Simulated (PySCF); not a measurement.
# SMILES Cc1ccncc1C=O, C$_{7}$H$_{7}$NO

Cartesian coordinates in Å; atom numbers follow the order of the lines, from 1:
```xyz
16

C    -1.5228    1.4135   -0.1095
C    -0.2822    0.5766    0.0019
C     0.9815    1.1645   -0.0848
C     2.1234    0.3730    0.0200
N     2.0974   -0.9463    0.2030
C     0.9030   -1.5149    0.2870
C    -0.3110   -0.8185    0.1954
C    -1.5701   -1.5887    0.3066
O    -1.6188   -2.7828    0.4717
H    -1.2645    2.4708   -0.2559
H    -2.1439    1.3412    0.7965
H    -2.1487    1.0995   -0.9589
H     1.0783    2.2426   -0.2346
H     3.1149    0.8364   -0.0484
H     0.8645   -2.5995    0.4377
H    -2.5122   -0.9926    0.2278
```

Level of theory: PySCF 2.14.0, quadratic response CAM-B3LYP/aug-cc-pVDZ first hyperpolarisability, Taylor convention, gas phase. Geometry: PBE0-D3(BJ)/def2-SVP.

(1) Give the tensor of the static β(0;0,0) in the axes of these coordinates.

## Answers

(1) In au, Taylor convention; rows are the first index (the induced dipole):
```csv
,xx,yy,zz,xy,xz,yz
x,+101.1,+16.3,-11.8,+101.4,-14.5,-4.5
y,+101.4,-93.7,-28.7,+16.3,-4.5,+5.0
z,-14.5,+5.0,+12.0,-4.5,-11.8,-28.7
```
Norm of βᵢ = ⅓ Σⱼ (βᵢⱼⱼ + βⱼᵢⱼ + βⱼⱼᵢ): 107.7 au, hyper-Rayleigh value 77.9 au.
